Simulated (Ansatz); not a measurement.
`[SiH3][SiH]1BC1` + `[NH2][AlH][SeH]` → `[SiH3][NH][AlH][SeH]` + `B1C[SiH2]1`  (cleavage of the Si–Si bond)

Gas-phase electronic energies from Ansatz, PBE0-D4/def2-TZVP geometries. CCSD(T)/CBS adds triple-zeta CCSD(T) − MP2 to the extrapolated MP2 energy (def2 sets, frozen cores). DFT in def2-TZVPP. For Se outer-core shells are correlated without core-valence functions, which leaves a few kJ/mol of doubt a bond. Scalar relativity is left out up to krypton. Each species was taken in one conformer, which may not be the lowest.

```
             level  ΔE (kJ/mol)
           ωB97M-V        -46.3
            B2PLYP        -44.4
               PBE        -22.9
            r2SCAN        -35.2
              PBE0        -28.6
SCS-MP2/def2-TZVPP        -52.2
   CCSD/def2-TZVPP        -45.6
     MP2/CBS(def2)        -48.9
```

What does CCSD(T)/CBS give? (Best estimate.)

The calculation gave: -43.0 kJ/mol. The listed levels differ from it by -3.3, -1.4, 20.1, 7.8, 14.4, -9.2, -2.6, -5.9 kJ/mol.

Largest T1 diagnostic among the species: 0.014.

In def2-TZVPP, CCSD(T) changes the Hartree–Fock value by +12.3 kJ/mol (the triples alone add +1.9 kJ/mol) and MP2 by +6.4 kJ/mol. From PBE to PBE0 (25 % exact exchange), in def2-TZVPP and without D4, ΔE moves by −5.8 kJ/mol.
